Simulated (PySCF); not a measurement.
## Working out the ionisation energy of Mo²⁺

Mo²⁺ [Kr] 4d4 (5D) → Mo³⁺ [Kr] 4d3 (4F). All numbers are calculated (PySCF 2.14, scalar relativity through the core potential, in aug-cc-pVTZ-PP with ECP28MDF). Frozen: 4s2 4p6. Energies in hartree (1 hartree = 27.21139 eV):

```
             part  Mo²⁺ (lower)  Mo³⁺ (upper)
              UHF    -66.561372    -65.603526
MP2 opposite-spin      0.000000      0.000000
    MP2 same-spin     -0.034884     -0.015226
```

What does Hartree-Fock give?

(-65.603526) − (-66.561372) = 0.957846 hartree = 26.064 eV.

What do MP2 and SCS-MP2 (6/5 opposite-spin, 1/3 same-spin) give?

The opposite-spin parts differ by 0.000 eV and the same-spin parts by 0.535 eV. MP2: 26.064 + (0.000) + (0.535) = 26.599 eV. SCS-MP2: 26.064 + 1.2 × (0.000) + (0.535)/3 = 26.242 eV.

Reference: 27.13 ± 0.12 eV (semi-empirical (NIST evaluation); NIST Atomic Spectra Database, ionization energies), between the lowest levels; spin-orbit coupling is absent from the calculation.

What remains against the reference includes basis incompleteness, the frozen core and correlation beyond second order.
